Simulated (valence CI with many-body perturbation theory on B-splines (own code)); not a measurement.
# Sensitivity of CI+MBPT for Se+

Calculated by valence CI with perturbative core correlation (CI+MBPT): five valence electrons over a frozen Dirac-Fock core [Ar] 3d10, a basis of 6 s, 6 p, 5 d, 3 f, 1 g functions for each j, with the one-electron correlation potential Σ1 (screened to all orders), the two-electron term Σ2, the three-electron term Σ3, Breit, model QED; selected single and double excitations, second order for the rest, scaled by the run's own slope (own B-spline code, finite nucleus).

Against 10 measured levels this calculation errs by 252 cm⁻¹ on average and by 380 at most. These come from a selection out of the NIST Handbook of Basic Atomic Spectroscopic Data. Levels without a partner in it may be off by more. Among the levels kept, up to 2900 cm⁻¹ of a level comes from second order outside the variational space, and about a tenth of that is noise between levels of different J, which matters for small intervals.

The reference run has the lowest level 4s2 4p3 4S°_3/2 and an ionisation energy of 21.1133 eV. Its largest variational space holds 9998 state functions.

Names give the largest LS component (configuration and term), which can be under half, so a name can repeat, a term be missing and a line seem to break the LS rules; names also repeat where a configuration has a term twice.

Changed runs:
A. cutoff of virtual states (hartree) 2312 → 2000; selection threshold (hartree) 2e-08 → 2e-07
B. lowest core n in screening and Σ2 1 → 3
C. shift of the energy in Σ1 (hartree) 0 → 0.2
D. correlating orbitals by l 3 3 3 2 1 → 2 2 1 1 0; natural orbitals for correlation on → off (bad on purpose)

Excitation energies of the reference run in cm⁻¹, and shifts in cm⁻¹:

| Level | Reference | A | B | C | D |
| --- | --- | --- | --- | --- | --- |
| 4s2 4p3 2D°_3/2 | 13328 | 0 | +1.9 | +7.7 | +2992 |
| 4s2 4p3 2D°_5/2 | 13933 | 0 | +2.7 | +9.0 | +3028 |
| 4s2 4p3 2P°_1/2 | 23230 | 0 | +3.0 | +14 | +2762 |
| 4s2 4p3 2P°_3/2 | 24074 | -0.1 | +3.6 | +15 | +2731 |
| 4s 4p4 4P_5/2 | 83520 | +0.1 | +2.9 | +53 | +292 |
| 4s 4p4 4P_3/2 | 85218 | +0.1 | +3.9 | +55 | +258 |
| 4s 4p4 4P_1/2 | 86058 | 0 | +5.2 | +58 | +274 |
| 4s2 4p2 5s 4P_1/2 | 95037 | -0.2 | +21 | +109 | +194 |
| 4s2 4p2 5s 4P_3/2 | 96513 | -0.2 | +29 | +118 | +189 |
| 4s2 4p2 5s 4P_5/2 | 98408 | -0.3 | +34 | +125 | +287 |
| 4s2 4p2 5s 2P_1/2 | 98706 | -0.2 | +25 | +112 | +205 |
| 4s2 4p2 5s 2P_3/2 | 100045 | -0.2 | +35 | +128 | +516 |
| Ionisation energy (eV) | 21.1133 | -0.00019 | +0.0022 | +0.0141 | -0.0631 |
